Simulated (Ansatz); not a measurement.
Molecule: 3,3-dichlorosiletane, C₃H₆Cl₂Si, net charge 0, singlet state. SMILES: ClC1(Cl)C[SiH2]C1
Structure (B3LYP-D3(BJ)/def2-TZVP (Ansatz, a first-principles code) minimum search):
```
C
C 1 1.5411
H 2 1.0847 1 115.02
H 2 1.0911 3 109.41 1 -123.48
C 1 1.5411 2 101.60 3 148.52
H 5 1.0847 1 115.02 2 -148.52
H 5 1.0911 6 109.41 1 123.48
Cl 1 1.8084 2 114.35 3 -87.78
Cl 1 1.8129 2 109.00 3 33.55
Si 2 1.9024 3 124.19 4 -132.41
H 10 1.4763 2 116.26 3 -22.58
H 10 1.4802 11 110.08 2 -135.58
```
Charge 0, spin multiplicity 1.

Property: atomisation energy (electronic, to ground-state atoms); the coupled-cluster value holds the core correlation from cc-pwCVTZ, in kcal/mol. Valence correlation only, unless marked. Open shells are spin-unrestricted. Spin-orbit coupling is left out. Non-relativistic. CBS marks a two-point X^-3 extrapolation of the correlation energy; Hartree-Fock from the larger set.

Level to compare with: CCSD(T)/CBS(cc-pV(T+d)Z,cc-pV(Q+d)Z) plus the core term (Ansatz), 1038.8 kcal/mol. It is a level with limits of its own, and the differences hold the functionals' basis error too.

Rank these functionals by how close they come to CCSD(T)/CBS(cc-pV(T+d)Z,cc-pV(Q+d)Z), closest first: B97M-V/def2-TZVPD (Ansatz); CAM-B3LYP/def2-TZVPD (Ansatz); B3LYP/def2-TZVPD (Ansatz); SVWN5/def2-TZVPD (Ansatz).

B97M-V/def2-TZVPD (meta-GGA with VV10, 1039.2 kcal/mol, difference 0.4), CAM-B3LYP/def2-TZVPD (range-separated hybrid, 1023.8 kcal/mol, difference -15.0), B3LYP/def2-TZVPD (global hybrid, 1013.5 kcal/mol, difference -25.3), SVWN5/def2-TZVPD (LDA, 1191.9 kcal/mol, difference 153.1)
